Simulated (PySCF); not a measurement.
# ECD: `[SiH3]C(C#N)=C=C[SiH3]`, C$_{4}$H$_{7}$NSi$_{2}$

Geometry (Å), atoms numbered from 1 in this order:
```xyz
14

N    -1.6977    1.9839   -2.3347
C    -1.3781    1.1827   -1.5769
C    -1.0391    0.2078   -0.6281
Si   -2.4315   -0.3503    0.5363
C     0.1730   -0.2856   -0.5805
C     1.3762   -0.7250   -0.4335
Si    2.6503    0.1160    0.6834
H    -1.8692   -1.3978    1.3880
H    -2.8575    0.8080    1.3227
H    -3.5352   -0.8540   -0.2818
H     1.7062   -1.5999   -0.9755
H     3.7940    0.4947   -0.1484
H     2.0441    1.2843    1.3165
H     3.0639   -0.8653    1.6904
```

Method used: TDA CAM-B3LYP/jun-cc-pV(D+d)Z circular dichroism and optical rotation, one conformer, gas phase (PySCF 2.14.0). Geometry: GFN2-xTB.

No stereocentre is labelled: unless the shape is locked (an allene, a helicene, a hindered biaryl), the mirror image is equally populated and a measured rotation or CD is zero.

(1) Which excitations and rotatory strengths does the calculation give?

Results:

(1) Rotatory strengths R in 10⁻⁴⁰ esu² cm², velocity form and length form (origin at the centre of mass); f in length form.
```
state  E (eV)  λ (nm)       f  R (velocity)  R (length)                                    main
    1    5.40     229   0.003          +0.8        +2.6      HOMO−1→LUMO 0.81, HOMO→LUMO+1 0.08
    2    5.67     219  0.0008          +0.8        -0.8      HOMO→LUMO+1 0.68, HOMO→LUMO+4 0.12
    3    6.25     198   0.502          -4.4       +29.9                          HOMO→LUMO 0.83
    4    6.61     188   7e-05          -0.1        -1.4                        HOMO−2→LUMO 0.66
    5    6.70     185   0.003          -0.5        -0.8      HOMO→LUMO+2 0.52, HOMO−2→LUMO 0.16
    6    7.04     176   0.020          -8.3        -7.3      HOMO→LUMO+9 0.38, HOMO→LUMO+2 0.17
    7    7.08     175   0.203         -81.1      -115.7  HOMO−1→LUMO+1 0.45, HOMO−1→LUMO+2 0.36
    8    7.25     171   0.500         +51.3      +105.9  HOMO−1→LUMO+2 0.47, HOMO−1→LUMO+1 0.24
    9    7.64     162   0.052          -0.9        -2.2      HOMO→LUMO+5 0.31, HOMO→LUMO+3 0.28
   10    7.70     161   0.118          -8.3       -12.8      HOMO→LUMO+4 0.29, HOMO→LUMO+6 0.19
   11    7.82     159   0.181          -8.9       -16.1      HOMO→LUMO+4 0.24, HOMO→LUMO+3 0.19
   12    7.91     157   0.100         -35.3       -42.2      HOMO→LUMO+7 0.33, HOMO→LUMO+6 0.17
   13    7.96     156   0.056         +41.6       +64.9      HOMO→LUMO+7 0.31, HOMO→LUMO+6 0.25
   14    8.03     154   0.010          -0.2        -2.3  HOMO−1→LUMO+3 0.45, HOMO−1→LUMO+5 0.21
   15    8.15     152   0.037         -17.6       -36.4  HOMO−1→LUMO+4 0.19, HOMO−1→LUMO+6 0.17
   16    8.18     152   0.036         +25.4       +36.6    HOMO−2→LUMO+1 0.21, HOMO→LUMO+3 0.12
```

For states 2, 3 the two forms differ in sign, so the sign of R isn't settled.

Among the states computed, the strongest CD band (largest |R|) is state 7. The largest dissymmetry factor in size, g = 4R/(D+G), with D and G the electric and magnetic dipole strengths, is +0.092 for state 1 (velocity form, f = 7e-05), among bands with |R| over 0.5. The mirror image has the same energies and oscillator strengths and all R with the opposite sign.
